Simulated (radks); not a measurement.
Species: the lutetium ion Lu30+. Configuration: [Kr] 4d5. All-electron calculation, scalar-relativistic Kohn-Sham, r2SCAN, spin-polarised, spherical densities, finite nucleus; open shells are filled with parallel spins first (spin-orbit coupling, left out, can overturn this in heavy ions); meta-GGA in the generalised Kohn-Sham scheme; Fermi nuclear charge, rms radius 5.37 fm. Program: a radial shooting solver on a logarithmic mesh with Libxc functionals.

Radial electron density D(r) = 4 pi r^2 rho(r):

r (bohr)  D(r) (e/bohr)  spin D(r)
0.00165           13.77  -0.000214
0.002114          19.69  -0.000304
0.002688          27.35  -0.000419
0.003417          37.15  -0.000561
0.004378          49.49  -0.000734
0.005566          62.99  -0.000907
0.007075          76.67   -0.00105
0.009067          88.67   -0.00104
0.01153           95.53  -0.000582
0.01465           95.94    0.00131
0.01878           90.79    0.00828
0.02387           85.96     0.0305
0.03035           89.18     0.0978
0.03889           104.8      0.293
0.04943           123.5      0.757
0.06284           128.7       1.71
0.08053           113.2       3.31
0.1024            97.81       4.97
0.1312            104.8       5.33
0.1668            115.0       3.06
0.212             92.47      0.132
0.2717            52.47       2.01
0.3454            40.92       9.64
0.4391            42.21       14.3
0.5626            25.80       9.80
0.7153            7.505       3.20
0.9093           0.9123      0.452
1.165           0.03482     0.0206
1.481         0.0004094   0.000286

D(r) has 4 maxima, at r = 0.0132, 0.0589, 0.164, 0.409 bohr, and minima at 0.0252, 0.108, 0.334 bohr, inside which lie 1.91, 11.11, 29.19 electrons.
